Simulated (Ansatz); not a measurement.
Diatomic SrF, multiplicity 2 (the spin of the measured ground state). No spin–orbit coupling.

The constants come from a fifth-degree fit in 1/R (seven points, main isotopes). In def2 and cc sets the state is the lowest found near the PBE0 minimum, followed along R.

Run with Ansatz (a quantum-chemistry and plane-wave program) with Gaussian orbitals. Each number belongs to the level named beside it. In def2 rows elements past Kr take small-core potentials, without spin–orbit coupling.

Energies at r2SCAN/def2-TZVPP:

| R (Å) | E (hartree) |
|---|---|
| 1.923929 | -130.62132467 |
| 1.975648 | -130.62586165 |
| 2.023229 | -130.62809924 |
| 2.077016 | -130.62882770 |
| 2.130803 | -130.62803238 |
| 2.192866 | -130.62564573 |
| 2.265272 | -130.62138431 |

**Question.** With a reduced mass of 15.6221 u, find the minimum, the force constant and the constants.

**Answer.** A fifth-degree polynomial in 1/R puts the minimum at r_e = 2.0737 Å with force constant 232 N/m. Then ω_e = (1/2πc)√(k/μ) = 502 cm⁻¹ and B_e = h/(8π²cμr_e²) = 0.2509 cm⁻¹; the cubic and quartic terms give α_e = 0.0016 and ω_e x_e = 2.2 cm⁻¹.
